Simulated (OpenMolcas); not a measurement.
Fe3+: CASPT2 settings compared

* Program: OpenMolcas 26.06
* Basis: ANO-RCC-VDZP [5s4p2d1f]
* Scalar Hamiltonian: DKH2, point nucleus
* Active space: 5 electrons in 5 orbitals (3d)
* State averaging: 2S+1 = 6 even, 1 root; 2S+1 = 4 even, 24 roots kept (CI in the orbitals of an earlier block); 2S+1 = 2 even, 75 roots kept (CI in the orbitals of an earlier block)
* Spin-orbit coupling: state interaction with AMFI integrals over the reference wave functions, term energies averaged over their components

Methods on the same reference wave functions:
A. CASSCF
B. SS-CASPT2, IPEA 0.6 Eh, imaginary shift 0.4 Eh (closed shells correlated: none)
C. SS-CASPT2, IPEA 0.15 Eh, sigma1 regulariser 0.5 Eh (closed shells correlated: 3s 3p)
D. SS-CASPT2, IPEA 0.6 Eh, imaginary shift 0.3 Eh (closed shells correlated: 3s 3p)
E. MS-CASPT2, IPEA 0.6 Eh, imaginary shift 0.4 Eh (closed shells correlated: none)
F. MS-CASPT2, IPEA 0.6 Eh, imaginary shift 0.3 Eh (closed shells correlated: 3s 3p)

Energies in cm⁻¹ above 3d⁵ ⁶S_5/2, the measured ground level; measured values from Corliss and Sugar, J. Phys. Chem. Ref. Data 11, 135 (1982).

```tsv
Level	A	B	C	D	E	F	Measured
3d⁵ ⁶S_5/2	0.0	0.0	0.0	0.0	0.0	0.0	0.0
3d⁵ ⁴G_5/2	37513	37170	35670	35590	37170	35590	
3d⁵ ⁴G_7/2	37540	37200	35700	35620	37200	35620	
3d⁵ ⁴G_11/2	37547	37210	35710	35630	37210	35630	32246
3d⁵ ⁴G_9/2	37556	37210	35720	35640	37210	35640	
3d⁵ ⁴P_5/2	43186	40620	38530	38680	40620	38680	35254
3d⁵ ⁴P_3/2	43264	40690	38610	38750	40690	38750	35333
3d⁵ ⁴P_1/2	43354	40760	38690	38840	40760	38840	35407
3d⁵ ⁴D_7/2	46707	45070	42520	42570	45070	42570	38779
3d⁵ ⁴D_1/2	46793	45150	42610	42660	45150	42660	38897
3d⁵ ⁴D_3/2	46863	45200	42660	42720	45200	42720	
3d⁵ ⁴D_5/2	46880	45210	42670	42730	45210	42730	
3d⁵ ²I_11/2	53479	53980	52300	52290	53980	52290	
3d⁵ ²I_13/2	53544	54060	52390	52370	54060	52370	
3d⁵ ²D_5/2(1) [69 %]	60130	57590	54350	54760	57590	54760	49542
3d⁵ ²D_3/2(1)	60778	58200	54890	55280	58200	55280	50051
3d⁵ ²F_7/2(1)	62006	59490	56550	56960	59490	56960	51394
3d⁵ ⁴F_9/2	62995	59930	57570	57580	59930	57580	52621
3d⁵ ⁴F_7/2	63054	59980	57620	57630	59980	57630	52695
3d⁵ ⁴F_3/2	63245	60200	57780	57810	60200	57810	
3d⁵ ²H_9/2	65775	64150	61780	62080	64150	62080	56058
3d⁵ ²H_11/2	66032	64410	62160	62450	64410	62450	56369
3d⁵ ²G_7/2(1)	68010	66540	63220	63560	66540	63560	57408
3d⁵ ²G_9/2(1)	68229	66730	63530	63860	66730	63860	57721
```

Deviations, from unrounded energies. A percentage is the sum of absolute deviations over the sum of measured energies, with the sign that they share, or ± where signs differ.

```tsv
Against measurement	Levels	A	B	C	D	E	F
mean absolute deviation (cm-1)	15	9200	7100	4600	4800	7100	4800
other terms of the ground configuration (%)	15	+19.7	+15.3	+9.8	+10.2	+15.3	+10.2
```

C, D, F lie about equally close to measurement and A furthest from it. The largest miss of C in the table is 3d⁵ ²G_7/2(1), by +5800 cm-1. The ranking rests on the paired levels alone, and a cruder setting can come out closer through cancelling errors.

Among B to F the level of the table that moves most is 3d⁵ ²G_7/2(1), by 3300 cm-1 (lowest in C, highest in E). Moves below CASPT2's spread within the term are not significant.

The two smallest mean deviations differ by little beside CASPT2's spread within terms, so their order carries little weight.

From A to B the spin-free energies of the other terms of 3d⁵ shown, above ⁶S, scale by factors of 0.94 to 1.01.

The lowest spin-free term lies below A's lowest term by 0.047 hartree in B, 0.264 hartree in C, 0.250 hartree in D, 0.047 hartree in E, 0.250 hartree in F.

CASPT2 breaks the degeneracy within a term, and the mean is taken; among the terms shown or strongly mixed into the levels shown the widest spread is 1300 cm-1 (3d⁵ ⁴F, F). Terms from blocks run as CI alone lack orbitals of their own. The basis is small and was not contracted for so high a charge. Without dynamic correlation excited terms often stand tens of per cent too high (terms of higher spin than the ground term too low), and those without a measured partner can miss by more than the paired ones (holds for A). Some levels mix across a computed gap that differs much from the measured one, so their mixing is not that of the real levels (holds for A; B; E). Some terms miss by over 15 % even with CASPT2, which points to a basis or an active space too small for the shells correlated (holds for B; E). Blocks of more than 70 roots (2S+1 = 2 even) ran without multistate coupling (holds for E; F). The CASPT2 spread within a term exceeds the gap to the next term for 3d⁵ ²F(1) and 3d⁵ ⁴F, so the order of their levels is uncertain, and so are names and mixing where such terms share a J (holds for F). Measured partners are found by configuration, term and J. A level has none where our copy of the source lacks it or the pairing is in doubt (some pairs that miss far off the trend of their configuration count as doubtful), and it then counts in no deviation. Levels of configurations outside the active space are missing. The table leaves out levels that lie high or whose names do not pair safely across all columns.

A share in square brackets marks a mixed level and gives the weight of the term that names it, the lowest over the columns. A number in round brackets counts repeated terms of one configuration in the order of the reference energies.
